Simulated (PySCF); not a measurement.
PySCF 2.14 output of an unrestricted MN15 calculation on a single atom or ion in jorge-DZP-DKH (4s2p1d, 15 functions), with scalar relativity by spin-free X2C-1e:

```
SCF conv_tol = 1e-09
number electrons alpha = 2  beta = 2
    H. S. Yu, X. He, S. L. Li, and D. G. Truhlar.,  Chem. Sci. 7, 5032-5051 (2016)
    H. S. Yu, X. He, S. L. Li, and D. G. Truhlar.,  Chem. Sci. 7, 5032-5051 (2016)
cycle= 1 E= -24.3333877846791  delta_E= -0.00114  |g|= 0.00716  |ddm|= 0.037
cycle= 2 E= -24.3333913160634  delta_E= -3.53e-06  |g|= 0.000955  |ddm|= 0.00316
cycle= 3 E= -24.3333913656805  delta_E= -4.96e-08  |g|= 1.01e-05  |ddm|= 0.000127
cycle= 4 E= -24.3333913657265  delta_E= -4.6e-11  |g|= 6.08e-07  |ddm|= 2.11e-05
converged SCF energy = -24.3333913657265  <S^2> = -5.7731597e-15  2S+1 = 1
```

The run itself started from symmetry-adapted Hartree-Fock orbitals and held the occupation by maximum overlap, on a logarithmic radial grid, so the iterations belong to that start.

Which element, charge and spin multiplicity is this?

B⁺ (boron, charge +1), multiplicity 1; the state was [He] 2s2, closed-shell 1S.
